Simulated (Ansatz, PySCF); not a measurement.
This singlet lies 3.00 eV below the relaxed triplet at the level composite: frozen-core CCSD(T) with HF/cc-pVQZ and the correlation energy extrapolated as X^-3 from cc-pVTZ and cc-pVQZ, plus CCSDT(Q) minus CCSD(T) in cc-pVDZ // B3LYP-D3(BJ)/def2-TZVP (Ansatz, an electronic-structure program).

```xyz
5

C     -0.3845     0.0652     0.0405
N      0.8224     0.4373     0.0197
H     -0.7265    -0.9620    -0.1230
H     -1.1608     0.8060     0.2340
H      1.4494    -0.3465    -0.1712
```

Charge 0, multiplicity 1.

### Question
Give the Mulliken and meta-Löwdin atomic charges from PBE-D3(BJ)/def2-TZVP // B3LYP-D3(BJ)/def2-TZVP (PySCF 2.14.0).

### Answer

| atom | Mulliken (e) | meta-Löwdin (e) |
|---|---|---|
| C1 | -0.15 | -0.08 |
| N2 | -0.27 | -0.35 |
| H3 | 0.10 | 0.09 |
| H4 | 0.12 | 0.12 |
| H5 | 0.20 | 0.22 |
